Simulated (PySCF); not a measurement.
Sn(H)(F)(Me)2 (C₂H₇FSn), SMILES [CH3][SnH]([F])[CH3].

The structure is a stationary point at B3LYP-D3(BJ)/def2-SVP. The def2 effective core potentials stand for the cores of Sn; spin–orbit coupling is left out.

Calculation: C-PCM-M06-2X/def2-SVP (PySCF).

The values are the electrostatic part of the solvation free energy, E(continuum) − E(gas) at the gas-phase geometry, in a cavity of scaled van der Waals radii (PySCF's table); cavitation and dispersion terms are not included. A continuum can't describe solvent molecules that bind to the metal. In vacuum the orbital gap is 10.44 eV. The dipole moment in vacuum is 3.25 D.

```json
[
 {"solvent": "water", "ε": "78.36", "ΔG(elec) (kcal/mol)": "-5.7", "dipole (D)": "3.97", "gap (eV)": "10.33"},
 {"solvent": "diethylether", "ε": "4.24", "ΔG(elec) (kcal/mol)": "-4.3", "dipole (D)": "3.78", "gap (eV)": "10.37"},
 {"solvent": "1-octanol", "ε": "9.86", "ΔG(elec) (kcal/mol)": "-5.1", "dipole (D)": "3.90", "gap (eV)": "10.35"}
]
```
